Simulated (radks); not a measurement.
Values are calculated unless marked as measured or tabulated.
Q: The mean radii <r> (bohr) of the occupied orbitals of an atom or ion are listed with their occupations. Code: a radial shooting solver on a logarithmic mesh with Libxc functionals. Model: Dirac Kohn-Sham, PBE, spin-unpolarised, spherical densities, point nucleus.

| orbital | occ. | <r> |
|---|---|---|
| 1s1/2 | 2 | 0.03185 |
| 2s1/2 | 2 | 0.1380 |
| 2p1/2 | 2 | 0.1171 |
| 2p3/2 | 4 | 0.1221 |
| 3s1/2 | 2 | 0.3790 |
| 3p1/2 | 2 | 0.3711 |
| 3p3/2 | 4 | 0.3820 |
| 3d3/2 | 4 | 0.3555 |
| 3d5/2 | 6 | 0.3590 |
| 4s1/2 | 2 | 0.9381 |
| 4p1/2 | 2 | 1.005 |
| 4p3/2 | 4 | 1.033 |
| 4d3/2 | 4 | 1.299 |
| 4d5/2 | 3 | 1.312 |

Name the element and its charge. Open shells, if any, fill j = l - 1/2 first.

A: Z = 46, palladium, charge +3: Pd3+ in [Kr] 4d7. The 1s radius gives Z: for a bare nucleus <r> = (2 gamma + 1)/(2Z) with gamma = sqrt(1 - (Z/c)^2), 0.03135 bohr for Z = 46, and screening makes it slightly larger (0.03185 here). The occupations add up to 43, and the charge is Z minus that.
